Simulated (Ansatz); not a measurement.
# C2HClFIn (SMILES C#[C][In]([F])[Cl]): the vertical energy of the triplet above the singlet from total energies

C2HClFIn: 6 atoms, total charge 0, spin state singlet. SMILES: `C#[C][In]([F])[Cl]`. Geometry: relaxed at PBE0-D4/def2-TZVP.

Both states at this one shape; open shells run unrestricted unless said. 1 Eh = 27.2114 eV.

```
                            level  program  singlet C2HClFIn (Eh)  triplet C2HClFIn (Eh)
  SVWN5/def2-SVP (core potential)   Ansatz            -823.562360            -823.379060
 r2SCAN/def2-SVP (core potential)   Ansatz            -826.655663            -826.482252
r2SCAN0/def2-SVP (core potential)   Ansatz            -826.594634            -826.422189
```

Problem. Work out the vertical gap, second state less first, at each level.

Solution. 
1. SVWN5/def2-SVP (core potential): -823.379060 − (-823.562360) = 0.183300 Eh = 4.99 eV.
2. r2SCAN/def2-SVP (core potential): -826.482252 − (-826.655663) = 0.173411 Eh = 4.72 eV.
3. r2SCAN0/def2-SVP (core potential): -826.422189 − (-826.594634) = 0.172445 Eh = 4.69 eV.

No measured value is set beside it here; the levels span 4.69 to 4.99 eV. Spin-orbit coupling is left out.
